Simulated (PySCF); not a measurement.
# C2H5Cl3GeO: core ionisation energies

Species: Ge(OEt)Cl3, C₂H₅Cl₃GeO.
Structure used (PBE0-D3(BJ)/def2-SVP), in Å, numbered top down from 1:
```
atom  x, y, z in Å
Ge1    0.9059   -0.0895   -1.8565
O2     0.7063   -0.0685   -0.1245
C3    -0.5876    0.0156    0.4631
C4    -0.4236    0.0636    1.9617
H5    -1.1084    0.9198    0.0994
H6    -1.1929   -0.8600    0.1654
H7    -1.4063    0.1321    2.4518
H8     0.0849   -0.8419    2.3236
H9     0.1753    0.9378    2.2558
Cl10   2.9886   -0.1316   -2.2426
Cl11   0.0117    1.6395   -2.7321
Cl12  -0.0386   -1.7997   -2.7141
```

Level of theory: delta-SCF UKS SCAN, pcX-2 on the ionised atom, pcseg-1 elsewhere, spin-free X2C in PySCF. Vertical ΔSCF values, vacuum level as zero.

Problem. What binding energy does each computed site have?

Solution. 
| atom(s) | environment | level | binding energy (eV) | 2p1/2 (eV) | above the level's lowest (eV) | count |
| --- | --- | --- | --- | --- | --- | --- |
| Cl10/Cl11/Cl12 | chlorine bonded to Ge | Cl 1s | 2829.00 | – | 0.00 | 3 |
| O2 | oxygen bonded to C and Ge | O 1s | 538.44 | – | 0.00 | 1 |
| C3 | carbon bonded to C, O and 2 H | C 1s | 292.69 | – | +1.62 | 1 |
| C4 | carbon bonded to C and 3 H | C 1s | 291.07 | – | 0.00 | 1 |
| Cl10/Cl11/Cl12 | chlorine bonded to Ge | Cl 2p3/2 | 206.41 | 208.06 | 0.00 | 3 |

Lowest listed C 1s: C4, bonded to C and 3 H. Highest, 1.62 eV above it: C3, bonded to O, C and 2 H.

Problem. Which effective nuclear charge Zeff reproduces each element's mean 1s value in the hydrogen-like formula E = 13.606 eV × Zeff²?

Solution. C (Z = 6): mean 291.9 eV, Zeff = 4.63, Z − Zeff = 1.37; O (Z = 8): mean 538.4 eV, Zeff = 6.29, Z − Zeff = 1.71; Cl (Z = 17): mean 2829.0 eV, Zeff = 14.42, Z − Zeff = 2.58. Means run over the listed sites, weighted by atom count.

Problem. Give the binding energy of Cl 2p3/2 of Cl10/Cl11/Cl12 in hartree and in kJ/mol.

Solution. 206.41 eV = 7.5854 Eh = 19916 kJ/mol.

Topologically equivalent atoms share the value of their first member; where this conformer doesn't relate them by symmetry, their own values could differ. For 2p shells one spin-free hole was relaxed; a mean-field spin–orbit operator and the ground-state splitting of the three 2p orbitals were then diagonalised within the shell. The shell's mean is (2 × 2p3/2 + 2p1/2)/3, and the degeneracies 2j + 1 give areas of 2:1. 2p1/2 minus 2p3/2 (ligand field included): Cl 1.65 eV. No level of germanium is listed. Isolated species at its PBE0-D3(BJ)/def2-SVP geometry (one conformer only).

Hardware: AMD EPYC, one thread, shared host with 64 logical CPUs at a one-minute load of 58. Cost: 88 s, 0.71 GiB resident at most.
